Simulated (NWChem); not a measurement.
## Correlation energy of AlCl

```
Al
Cl 1 2.1469
```
Charge 0, spin multiplicity 1.

All runs are NWChem calculations. All single points use one geometry, from PBE0/def2-SVP, a minimum by its harmonic frequencies.

Basis set: cc-pVDZ. Each correlation energy counts from its own Hartree-Fock reference.

```
method        correlation energy (mHa)  difference from CCSD(T)
------------  ------------------------  -----------------------
RI-MP2                          -178.2                    +28.5
CCSDT                           -207.2                     -0.5
MP2                             -178.2                    +28.5
SCS-MP2                         -176.0                    +30.8
CR-CCSD(T)                      -205.9                     +0.8
CR-CCSD[T]                      -206.0                     +0.7
CCSD                            -202.2                     +4.6
CCSD(T)                         -206.7                      0.0
CCSD+T(CCSD)                    -206.9                     -0.2
```

The values span 31.3 mHa, from CCSDT (lowest) to SCS-MP2 (highest). 

The correlated methods keep 10 core orbitals frozen. The structure started from a generated list of species. No row is a measurement; the coupled-cluster row has its own basis-set and correlation limits.
